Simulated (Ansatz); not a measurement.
A CCSD(T) single point on `CO[SiH](Cl)[GeH3]`.

```yaml
crystal:
  periodic: [false, false, false]
  atoms:
    - {symbol: C, position_ang: [0.543850, 1.748341, 0.967528]}
    - {symbol: O, position_ang: [1.040686, 0.962477, -0.094584]}
    - {symbol: Si, position_ang: [0.835323, -0.657712, -0.185467]}
    - {symbol: Cl, position_ang: [2.161696, -1.331626, -1.593748]}
    - {symbol: Ge, position_ang: [-1.366181, -1.252776, -0.869605]}
    - {symbol: H, position_ang: [-0.548703, 1.819789, 0.934496]}
    - {symbol: H, position_ang: [0.960608, 2.750998, 0.867080]}
    - {symbol: H, position_ang: [0.840347, 1.342208, 1.941270]}
    - {symbol: H, position_ang: [1.197013, -1.281745, 1.116865]}
    - {symbol: H, position_ang: [-2.405686, -0.648795, 0.093392]}
    - {symbol: H, position_ang: [-1.534147, -2.780444, -0.858924]}
    - {symbol: H, position_ang: [-1.647705, -0.725916, -2.284501]}
basis:
  gaussian: {orbitals: def2-SVP}
correlation: {method: ccsd_t}
```

```sh
$ ansatz run in.yaml --threads 2 --pin off --events-out ev --progress --plain --max-ram 20480MiB --backend cuda --devices 0, --max-vram 18GiB
```

Output of Ansatz, abridged:

```
Functional definition: HF
1274 factors; integrals over basis functions are off by at most 1.6e-3 eV
mean field evaluation 1: about -80001.4926 eV, gradient 3.1e1 eV
mean field evaluation 2: about -80001.4955 eV, gradient 3.1e1 eV
mean field evaluation 4: about -80003.9969 eV, gradient 3.7e0 eV
mean field evaluation 8: about -80004.0392 eV, gradient 1.2e-4 eV
mean field -80004.03920282 eV, -2940.0942120181 hartree, gradient 2.2e-6 eV, S^2 0.000000; 0 other end points of the search recorded, 0 dependent functions left out
21 core orbitals not correlated: weight in the atoms' cores, before any rotation towards them, 1.000 or more for the frozen orbitals, at most 0.000 for the correlated occupied ones
reference -80004.03920282 eV, -2940.0942120181 hartree; 21, 21 occupied and 89, 89 virtual orbitals, 1274 factors
second order -21.44117704 eV of doubles, -0.00000000 eV of singles
cycle   1  -22.14650679 eV  change   -7.1e-1 eV  update   1.1e-1
cycle   2  -22.79845243 eV  change   -6.5e-1 eV  update   3.2e-2
cycle   3  -22.91174321 eV  change   -1.1e-1 eV  update   1.5e-2
cycle   4  -22.90314219 eV  change    8.6e-3 eV  update   3.4e-3
cycle   5  -22.90300496 eV  change    1.4e-4 eV  update   1.5e-3
cycle   6  -22.90281666 eV  change    1.9e-4 eV  update   4.0e-4
cycle   7  -22.90256280 eV  change    2.5e-4 eV  update   1.5e-4
cycle   8  -22.90255711 eV  change    5.7e-6 eV  update   4.8e-5
perturbative correction -0.58456857 eV, -0.0214824988 hartree
Total energy: -80027.52632850 eV, -2940.9573479668 hartree
```

It took 1.5 s on 2 threads of an AMD EPYC 7R13 on a shared host and a share of an NVIDIA H100 80 GB, with 0.79 GiB of host memory at the peak.

Correlation energy per correlated electron: -0.559 eV. T1 diagnostic: 0.0107.
